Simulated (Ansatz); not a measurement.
Cartesian coordinates in Å:
```
F -0.3702 0.3224 1.6538
C -0.6909 -0.5760 0.7110
F -0.1104 -1.7298 1.0584
F -2.0044 -0.7533 0.7457
O -0.3212 -0.1826 -0.5055
Si 1.1513 0.4819 -0.9705
H 1.3576 1.7727 -0.2598
H 0.9883 0.6648 -2.4330
```

Charge 0, multiplicity 2.

List the CAM-B3LYP/def2-TZVPP orbital energies in eV (Ansatz). (Best estimate.)

Computed: α occupied: -1802.51, -674.91, -674.86, -674.84, -524.16, -287.35, -146.98, -102.40, -102.31, -102.23, -38.86, -36.15, -36.07, -32.03, -21.85, -19.74, -19.02, -18.95, -16.36, -15.42, -15.37, -14.50, -14.45, -14.28, -13.60, -13.13, -12.83, -11.65, -8.06. α empty: 0.75, 2.12, 2.27, 4.12, 4.66, 4.90, 5.28, 5.89. β occupied: -1802.42, -674.91, -674.86, -674.83, -524.10, -287.35, -146.86, -102.25, -102.16, -102.10, -38.86, -36.15, -36.07, -31.91, -21.80, -19.65, -19.00, -18.94, -16.00, -15.40, -15.32, -14.44, -14.42, -14.10, -13.59, -12.99, -12.53, -11.40. β empty: -2.02, 1.01, 2.42, 2.66, 4.19, 4.73, 5.12, 5.45. ⟨S²⟩ = 0.752.
